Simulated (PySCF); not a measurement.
Write Cartesian coordinates for `CCC(F)(F)OC1OCCO1` as optimised with PBE0-D3(BJ)/def2-SVP.

```xyz
21
C6H10F2O3 angstrom
C     -2.7485    0.5649    0.9745
C     -2.3669   -0.4744   -0.0626
C     -1.1605   -0.0839   -0.8793
F     -0.9084   -1.0206   -1.8252
F     -1.4115    1.0618   -1.5760
O     -0.0798    0.0936   -0.0777
C      1.1300    0.5663   -0.6662
O      1.9083   -0.4811   -1.0953
C      2.6425   -0.9362    0.0240
C      2.5746    0.2450    1.0110
O      1.8268    1.2227    0.3130
H     -3.6377    0.2449    1.5359
H     -1.9275    0.7246    1.6878
H     -2.9746    1.5298    0.4979
H     -3.1837   -0.6498   -0.7792
H     -2.1313   -1.4414    0.4067
H      0.8990    1.2362   -1.5043
H      3.6649   -1.1701   -0.3065
H      2.1890   -1.8489    0.4438
H      2.0681   -0.0336    1.9497
H      3.5585    0.6715    1.2532
```

Orientation and origin are arbitrary. Atoms count from 1 in this order. O8 (cyclic ether oxygen) is bent (angle 107.0°). Of the pairs four or more bonds apart, F5···H17 is among the closest relative to their van der Waals radii: 2.32 Å, 87 % of the sum of Bondi's values. The 5-membered ring C7–O8–C9–C10–O11 has internal angles of 103.7° to 107.5° (sum 529°, against 540° for a flat polygon); it is puckered, 0.13 Å rms from its mean plane, widest ring torsion 34°. The 3 C–C bonds span 1.508 Å (C2–C3, drawn single) to 1.541 Å (C9–C10, drawn single), a spread of 0.033 Å.

Bonds between heavy atoms (Å): C1–C2 1.517, C2–C3 1.508, C3–F4 1.355, C3–F5 1.364, C3–O6 1.357, O6–C7 1.426, C7–O8 1.374, O8–C9 1.414, C9–C10 1.541, C10–O11 1.415, C7–O11 1.369.

Computed with PBE0-D3(BJ)/def2-SVP geometry optimisation, gas phase (PySCF).

Point group: C1 (no symmetry element, even within 0.4 Å). Whether it is a minimum is left open (no frequencies). The numbers are those of one conformer (C1–C2–C3–F4 -177°, C2–C3–O6–C7 -175°, C3–O6–C7–O8 -90°, O6–C7–O8–C9 -84°, C7–O8–C9–C10 -19°, O8–C9–C10–O11 -1°, C9–C10–O11–C7 20°).
